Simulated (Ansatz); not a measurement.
Basis-set extrapolation for `FC1=N[SiH2]C1` (PBE0-D4/def2-TZVP geometry, frozen core, the Gaussian-basis code of Ansatz). Multiplicity 1, RHF reference.

|  | def2-TZVPP | def2-QZVPP |
| --- | --- | --- |
| HF | -520.976750 | -520.996123 |
| MP2 correlation | -0.880291 | -0.947440 |
| CCSD(T) correlation | -0.945358 | not run |

Energies in hartree. Use E(X) = E(∞) + A·exp(−7.88·√X) for Hartree–Fock and E(X) = E(∞) + B·X^(−2.97) for correlation, with X = 3 and 4, and add CCSD(T) minus MP2 of the smaller set to the MP2 limit.

Q: What is the CCSD(T) energy at the basis-set limit?

A: HF limit: -520.996123 + (-0.019373) × 0.13774 = -520.99879. MP2 limit: -0.947440 + (-0.067149) × 0.74074 = -0.99718. Higher-order term: -0.945358 − (-0.880291) = -0.06507. Total: -522.06104 hartree, 3.78 eV below CCSD(T)/def2-TZVPP.
